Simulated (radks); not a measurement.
Spherical quantum dot in the effective-mass picture: electrons in a hard-walled sphere of radius 2.25, with a point charge +1 (a donor) at the centre, all in effective atomic units (hartree* = m*/eps^2 hartree, bohr* = eps/m* bohr), one dielectric constant everywhere. Method: non-relativistic Kohn-Sham, LDA (Slater exchange, Perdew-Wang correlation), spin-polarised, spherical densities; computed with a radial shooting solver with Libxc functionals. Levels are named by radial order and angular momentum (1s, 1p, 1d, 2s, ...), and open shells are averaged over m. Results are scaled to m* = 0.217 and eps = 9.8, for which hartree* = 61.48 meV and bohr* = 2.39 nm.

N = 26, configuration 1s2 1p6 1d10 2s2 1f(up 6, down 0). This is the lowest configuration that the search found. Occupied and some empty levels:

| level | occupation | eigenvalue (meV) | <r> (nm) |
|---|---|---|---|
| 1s up | 1 | 952.46 | 3.370 |
| 1s down | 1 | 958.89 | 3.341 |
| 1p up | 3 | 990.74 | 3.636 |
| 1p down | 3 | 998.00 | 3.626 |
| 1d up | 5 | 1050.1 | 3.797 |
| 1d down | 5 | 1057.8 | 3.792 |
| 2s up | 1 | 1126.2 | 2.294 |
| 1f up | 6 | 1128.9 | 3.920 |
| 2s down | 1 | 1129.0 | 2.306 |
| 1f down | 0 | 1136.8 | 3.918 |
| 1g up | 0 | 1225.7 | 4.020 |
| 1g down | 0 | 1233.8 | 4.019 |
| 2p up | 0 | 1256.6 | 2.782 |
| 2p down | 0 | 1260.3 | 2.781 |
| 2d up | 0 | 1389.4 | 3.057 |
| 2d down | 0 | 1393.9 | 3.053 |

Energy (meV): total 15471.0, kinetic 5498.7, external -1190.7, Hartree 12346, exchange-correlation -1182.8.

Electron density:

| r (nm) | n(r) (e/nm^3) |
|---|---|
| 0.284 | 0.1249 |
| 0.685 | 0.08772 |
| 1.09 | 0.06133 |
| 1.49 | 0.04428 |
| 1.89 | 0.03623 |
| 2.29 | 0.03711 |
| 2.69 | 0.04600 |
| 3.09 | 0.05957 |
| 3.50 | 0.07098 |
| 3.90 | 0.07135 |
| 4.30 | 0.05499 |
| 4.70 | 0.02737 |
| 5.10 | 0.004827 |
